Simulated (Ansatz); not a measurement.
**Nudged elastic band run: Cl$_{3}$GeH$_{4}$Si**

The input (input.yaml):

```yaml
crystal:
  periodic: [false, false, false]
  atoms:
    - { symbol: Ge, position_ang: [0.000546, 3.0e-06, -0.990804] }
    - { symbol: H, position_ang: [0.000321, 5.0e-06, 0.521194] }
    - { symbol: Cl, position_ang: [2.003098, 0.000221, -1.735629] }
    - { symbol: Cl, position_ang: [-1.000744, 1.734054, -1.736099] }
    - { symbol: Cl, position_ang: [-1.000365, -1.73427, -1.736093] }
    - { symbol: Si, position_ang: [-0.00015, -5.0e-06, 4.903868] }
    - { symbol: H, position_ang: [-0.762727, -1.187097, 5.352653] }
    - { symbol: H, position_ang: [1.409214, -0.066879, 5.352576] }
    - { symbol: H, position_ang: [-0.646893, 1.253968, 5.352634] }
magnetization:
  spin_polarized: true
  initial_magnetization: 1
basis:
  gaussian: { orbitals: def2-SVP }
hamiltonian:
  xc: hf
neb:
  order_check: false
  images: 5
  f_tol: 0.05
  max_iterations: 53
  final_atoms:
    - { symbol: Ge, position_ang: [0.00083986, 1.89e-06, -1.06639401] }
    - { symbol: H, position_ang: [-0.00046783, -4.07e-06, 2.88051501] }
    - { symbol: Cl, position_ang: [2.01965287, 0.00037563, -1.81582121] }
    - { symbol: Cl, position_ang: [-1.00895226, 1.74819479, -1.81565348] }
    - { symbol: Cl, position_ang: [-1.00830598, -1.74856421, -1.81565333] }
    - { symbol: Si, position_ang: [-0.00018804, -1.42e-06, 4.36398001] }
    - { symbol: H, position_ang: [-0.75593805, -1.17619449, 4.85125678] }
    - { symbol: H, position_ang: [1.39644214, -0.06648624, 4.85084025] }
    - { symbol: H, position_ang: [-0.6407827, 1.24267811, 4.85122998] }
  initial_path:
    images:
      - { positions_ang: [[0.000546, 3.0e-06, -0.990804], [0.000321, 5.0e-06, 0.521194], [2.003098, 0.000221, -1.735629], [-1.000744, 1.734054, -1.736099], [-1.000365, -1.73427, -1.736093], [-0.00015, -5.0e-06, 4.903868], [-0.762727, -1.187097, 5.352653], [1.409214, -0.066879, 5.352576], [-0.646893, 1.253968, 5.352634]] }
      - { positions_ang: [[0.00036368, 2.13e-06, -0.660536], [0.00021402, 3.33e-06, 0.94746267], [2.03323155, 0.00015042, -1.40351972], [-1.01569897, 1.75986806, -1.40383234], [-1.01544127, -1.7600146, -1.40382861], [-9.965e-05, -3.47e-06, 4.455912], [-0.75634929, -1.17743254, 4.91756872], [1.39770986, -0.0662176, 4.91751707], [-0.64162993, 1.24364428, 4.91755621]] }
      - { positions_ang: [[0.00018137, 1.25e-06, -0.330268], [0.00010704, 1.65e-06, 1.37373133], [2.06336509, 7.984e-05, -1.07141044], [-1.03065394, 1.78568213, -1.07156567], [-1.03051754, -1.78575921, -1.07156421], [-4.931e-05, -1.94e-06, 4.007956], [-0.74997158, -1.16776808, 4.48248444], [1.38620572, -0.0655562, 4.48245815], [-0.63636686, 1.23332056, 4.48247842]] }
      - { positions_ang: [[-9.5e-07, 3.8e-07, 0.0], [6.0e-08, -2.0e-08, 1.8], [2.09349864, 9.26e-06, -0.73930117], [-1.04560891, 1.81149619, -0.73929901], [-1.04559381, -1.81150381, -0.73929982], [1.04e-06, -4.2e-07, 3.56], [-0.74359387, -1.15810362, 4.04740016], [1.37470158, -0.0648948, 4.04739922], [-0.63110378, 1.22299685, 4.04740063]] }
      - { positions_ang: [[0.00027932, 8.8e-07, -0.35546467], [-0.0001559, -1.37e-06, 2.16017167], [2.06888338, 0.00013138, -1.09814118], [-1.03339002, 1.79039572, -1.09808384], [-1.03316454, -1.79052394, -1.09808432], [-6.199e-05, -7.5e-07, 3.82799334], [-0.7477086, -1.16413391, 4.31535236], [1.38194843, -0.06542528, 4.3152129], [-0.63433009, 1.22955727, 4.31534374]] }
      - { positions_ang: [[0.00055959, 1.39e-06, -0.71092934], [-0.00031187, -2.72e-06, 2.52034334], [2.04426813, 0.00025351, -1.45698119], [-1.02117114, 1.76929526, -1.45686866], [-1.02073526, -1.76954407, -1.45686883], [-0.00012502, -1.09e-06, 4.09598667], [-0.75182332, -1.1701642, 4.58330457], [1.38919529, -0.06595576, 4.58302657], [-0.6375564, 1.23611769, 4.58328686]] }
      - { positions_ang: [[0.00083986, 1.89e-06, -1.06639401], [-0.00046783, -4.07e-06, 2.88051501], [2.01965287, 0.00037563, -1.81582121], [-1.00895226, 1.74819479, -1.81565348], [-1.00830598, -1.74856421, -1.81565333], [-0.00018804, -1.42e-06, 4.36398001], [-0.75593805, -1.17619449, 4.85125678], [1.39644214, -0.06648624, 4.85084025], [-0.6407827, 1.24267811, 4.85122998]] }
```

Launched with:

```bash
$ ansatz run input.yaml --threads 4 --pin off --max-ram 5120MiB --backend cpu --events-out ev --progress --plain --runs-dir out
```

Output, in part (warnings, iteration lines, the closing report on the highest movable image, with atoms numbered from 0):

```
NEB end point (image 0): max|allowed force component| = 4.478e-3 eV/Å (the criterion of neb.relax_end_points is 1.000e-2)
NEB end point (image 6): max|allowed force component| = 8.041e-4 eV/Å (the criterion of neb.relax_end_points is 1.000e-2)
NEB iter   1: max|band force component| = 2.419e0 eV/Å  barrier→ = 0.6829 eV  barrier← = 0.9993 eV  Δτ_max = 0.2000 Å  (300 SCF iters)
NEB iter   2: max|band force component| = 1.020e0 eV/Å  barrier→ = 0.7251 eV  barrier← = 1.0416 eV  Δτ_max = 0.2000 Å  (183 SCF iters)
NEB iter   3: max|band force component| = 1.435e0 eV/Å  barrier→ = 0.7306 eV  barrier← = 1.0471 eV  Δτ_max = 0.0998 Å  (194 SCF iters)
NEB iter   4: max|band force component| = 6.762e-1 eV/Å  barrier→ = 0.4822 eV  barrier← = 0.7986 eV  Δτ_max = 0.2000 Å  (177 SCF iters)
NEB iter   5: max|band force component| = 4.060e0 eV/Å  barrier→ = 0.7643 eV  barrier← = 1.0807 eV  Δτ_max = 0.0987 Å  (167 SCF iters)
NEB iter   6: max|band force component| = 4.361e-1 eV/Å  barrier→ = 0.3535 eV  barrier← = 0.6700 eV  CI = image 3  Δτ_max = 0.2000 Å  (174 SCF iters)
NEB iter   7: max|band force component| = 7.070e-1 eV/Å  barrier→ = 0.6683 eV  barrier← = 0.9847 eV  CI = image 3  Δτ_max = 0.1001 Å  (178 SCF iters)
NEB iter   8: max|band force component| = 1.259e0 eV/Å  barrier→ = 0.7846 eV  barrier← = 1.1010 eV  CI = image 3  Δτ_max = 0.0499 Å  (163 SCF iters)
NEB iter   9: max|band force component| = 1.180e0 eV/Å  barrier→ = 0.7300 eV  barrier← = 1.0464 eV  CI = image 3  Δτ_max = 0.0994 Å  (156 SCF iters)
NEB iter  10: max|band force component| = 5.286e-1 eV/Å  barrier→ = 0.6300 eV  barrier← = 0.9465 eV  CI = image 3  Δτ_max = 0.0435 Å  (176 SCF iters)
NEB iter  11: max|band force component| = 1.167e-1 eV/Å  barrier→ = 0.6185 eV  barrier← = 0.9349 eV  CI = image 3  Δτ_max = 0.0151 Å  (159 SCF iters)
NEB iter  12: max|band force component| = 1.247e-1 eV/Å  barrier→ = 0.6181 eV  barrier← = 0.9346 eV  CI = image 3  Δτ_max = 0.0061 Å  (146 SCF iters)
NEB iter  13: max|band force component| = 4.881e-2 eV/Å  barrier→ = 0.6175 eV  barrier← = 0.9340 eV  CI = image 3  Δτ_max = 0.0000 Å  (338 SCF iters)
Total energy: -101890.17214986 eV, -3744.3947628683 hartree
Atom 0 at     0.000587     0.000000     0.004750 Å, force     0.000899     0.000001    -0.035020 eV/Å
Atom 1 at     0.000752     0.000003     1.735325 Å, force    -0.000025    -0.000000    -0.000607 eV/Å
Atom 2 at     2.014111     0.001003    -0.772833 Å, force    -0.039454     0.000175     0.017069 eV/Å
Atom 3 at    -1.007278     1.743381    -0.772103 Å, force     0.019139    -0.033552     0.016667 eV/Å
Atom 4 at    -1.005539    -1.744386    -0.772100 Å, force     0.019442     0.033376     0.016667 eV/Å
Atom 5 at     0.000092     0.000001     3.633669 Å, force    -0.000127    -0.000001     0.048373 eV/Å
Atom 6 at    -0.763931    -1.186897     4.075467 Å, force     0.001725     0.003127    -0.021021 eV/Å
Atom 7 at     1.409644    -0.068011     4.076588 Å, force    -0.003510    -0.000106    -0.021102 eV/Å
Atom 8 at    -0.646137     1.254905     4.075537 Å, force     0.001912    -0.003021    -0.021027 eV/Å
Dipole moment:     0.000030     0.000001     0.651096 e Å
```

The run converged. A vibrational analysis at the climbing image gives one clearly imaginary mode, 1536i cm⁻¹, and a faint second one (21i cm⁻¹) that may be numerical noise or a soft torsion: probably a first-order saddle point. Another band between the same ends, with other settings, climbed to 0.424 eV only, so this may not be the lowest route.

Final band (atoms are numbered from 1 in the order of the input):

```json
{"image": "0", "path coordinate (Å)": "0.00", "energy (kJ/mol)": "0.0", "Ge1–H2 (Å)": "1.51", "H2–Si6 (Å)": "4.38"}
{"image": "1", "path coordinate (Å)": "1.15", "energy (kJ/mol)": "1.0", "Ge1–H2 (Å)": "1.51", "H2–Si6 (Å)": "3.62"}
{"image": "2", "path coordinate (Å)": "2.30", "energy (kJ/mol)": "10.3", "Ge1–H2 (Å)": "1.51", "H2–Si6 (Å)": "2.87"}
{"image": "3", "path coordinate (Å)": "3.45", "energy (kJ/mol)": "59.6", "Ge1–H2 (Å)": "1.73", "H2–Si6 (Å)": "1.90"}
{"image": "4", "path coordinate (Å)": "4.41", "energy (kJ/mol)": "-18.3", "Ge1–H2 (Å)": "2.69", "H2–Si6 (Å)": "1.48"}
{"image": "5", "path coordinate (Å)": "5.37", "energy (kJ/mol)": "-29.1", "Ge1–H2 (Å)": "3.31", "H2–Si6 (Å)": "1.48"}
{"image": "6", "path coordinate (Å)": "6.33", "energy (kJ/mol)": "-30.5", "Ge1–H2 (Å)": "3.95", "H2–Si6 (Å)": "1.48"}
```

Run time: 6.2 min on 4 threads of AMD EPYC 7571, on a shared host, peak memory 0.53 GiB.
